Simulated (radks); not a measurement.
The numbers below are computed, except where a source is named.
All-electron atom: Ir+ in [Xe] 4f14 5d7 7d1 (not the ground configuration). Code: a radial shooting solver on a logarithmic mesh with Libxc functionals. Model: Dirac Kohn-Sham, LDA (Slater exchange, Perdew-Wang correlation), spin-unpolarised, spherical densities, point nucleus; open shells are shared between the two j in proportion to 2j + 1.

Radial electron density D(r) = 4 pi r^2 rho(r):

r (bohr),D(r) (e/bohr)
0.004373,64.52
0.006169,86.60
0.008701,104.5
0.01237,110.5
0.01745,103.2
0.02462,98.20
0.03473,115.6
0.04898,140.5
0.06965,129.9
0.09825,111.2
0.1386,130.2
0.1955,107.5
0.278,70.54
0.3921,83.81
0.5531,54.78
0.7801,25.08
1.109,16.24
1.565,7.817
2.207,2.423
3.113,0.4865
4.427,0.08408
6.245,0.003856
8.809,0.05768
12.43,0.1270
17.67,0.02194
24.92,0.0002811

D(r) has 5 maxima, at r = 0.0119, 0.0535, 0.149, 0.392, 11.6 bohr, and minima at 0.0231, 0.0959, 0.278 bohr, inside which lie 2.02, 11.04, 30.05 electrons.
